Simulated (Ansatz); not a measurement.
Isolated molecules relaxed with PBE0-D4/def2-TZVP in Ansatz; ΔE leaves out vibrations. CCSD(T)/CBS adds triple-zeta CCSD(T) − MP2 to the extrapolated MP2 energy (def2 sets, frozen cores). For Ga outer-core shells are correlated without core-valence functions, which leaves a few kJ/mol of doubt a bond. Scalar relativity is left out up to krypton. One conformer a species, not always the lowest.

Consider the ligand exchange at a Ga–N bond: `C[N](C)[Ga]([OH])[SH]` + silanol → `[OH][Ga]([SH])[O][SiH3]` + dimethylamine.

| level | ΔE (kJ/mol) |
| --- | --- |
| SCS-MP2/def2-TZVPP | -38.3 |
| CCSD/CBS(def2) | -36.0 |

Problem. What does CCSD(T)/CBS give? (An estimate is asked.)

Solution. The calculation gave: -33.4 kJ/mol. The listed levels differ from it by -4.9, -2.6 kJ/mol.

Largest T1 diagnostic among the species: 0.014.

The D4 term adds +5.8 kJ/mol with B3LYP and +3.2 kJ/mol with PBE0; it sums over pairs of atoms, weighted by their polarisabilities, and B3LYP, whose exchange is more repulsive, gets the larger term. In def2-TZVPP, CCSD(T) changes the Hartree–Fock value by +21.2 kJ/mol (the triples alone add +2.6 kJ/mol) and MP2 by +24.6 kJ/mol.

B3LYP here is the variant with VWN-RPA as its local correlation; programs differ in this.
